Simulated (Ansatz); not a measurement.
`[SiH3]C[SiH]1CO1` + `FCS` → `S[SiH]1CO1` + `FCC[SiH3]`  (formal exchange of groups at the Si–C bond)

Gas-phase electronic energies from Ansatz, PBE0-D4/def2-TZVP geometries. CCSD(T)/CBS adds triple-zeta CCSD(T) − MP2 to the extrapolated MP2 energy (def2 sets, frozen cores). Each species was taken in one conformer, which may not be the lowest.

| species | CCSD(T)/CBS(def2) energy (Eh) |
| --- | --- |
| `[SiH3]C[SiH]1CO1` | -734.23986 |
| `FCS` | -537.40796 |
| `S[SiH]1CO1` | -802.49340 |
| `FCC[SiH3]` | -469.17718 |

Problem. Work out ΔE.

Solution. ΔE = (-802.49340) + (-469.17718) − (-734.23986) − (-537.40796) = -0.02276 Eh = -0.62 eV.

Largest T1 diagnostic among the species: 0.013.

In def2-TZVPP, CCSD(T) changes the Hartree–Fock value by +0.06 eV (the triples alone add +0.01 eV) and MP2 by +0.05 eV.
